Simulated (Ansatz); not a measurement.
Start from `[NH2][Ge][O][SiH3]` and change one atom or group to get `[SiH3][O][Ge][Cl]`.

Ansatz, PBE0-D4/def2-TZVP geometries, multiplicity 1. Each molecule was computed in one conformer, which needn't be the lowest.

Scalar relativity is left out up to krypton.

```csv
property,`[NH2][Ge][O][SiH3]`
LUMO energy (ωB97M-V/def2-TZVPP) / eV,0.60
size of the dipole moment (PBE/def2-TZVPP) / D,1.92
HOMO–LUMO gap (B3LYP/def2-TZVPP) / eV,5.57
HOMO–LUMO gap (PBE0/def2-TZVPP) / eV,5.95
HOMO–LUMO gap (ωB97M-V/def2-TZVPP) / eV,10.11
LUMO energy (PBE/def2-TZVPP) / eV,-2.11
```

Q: Give the same properties after the change, and the shifts. (An estimate is asked.)

A: The calculation gave: 
| property | `[SiH3][O][Ge][Cl]` | shift |
| --- | --- | --- |
| LUMO energy (ωB97M-V/def2-TZVPP) / eV | -0.59 | -1.19 |
| size of the dipole moment (PBE/def2-TZVPP) / D | 1.35 | -0.57 |
| HOMO–LUMO gap (B3LYP/def2-TZVPP) / eV | 5.19 | -0.38 |
| HOMO–LUMO gap (PBE0/def2-TZVPP) / eV | 5.59 | -0.36 |
| HOMO–LUMO gap (ωB97M-V/def2-TZVPP) / eV | 9.67 | -0.44 |
| LUMO energy (PBE/def2-TZVPP) / eV | -3.30 | -1.19 |

With PBE0 the HOMO falls by 0.84 eV and the LUMO falls by 1.21 eV, so the gap narrows by about 0.37 eV. PBE moves the HOMO by -0.87 eV and ωB97M-V by -0.75 eV. The zero-point energy changes by -63.9 kJ/mol with -6 modes. Dipoles are sizes alone; their direction can turn.

B3LYP here is the variant with VWN-RPA as its local correlation; programs differ in this.
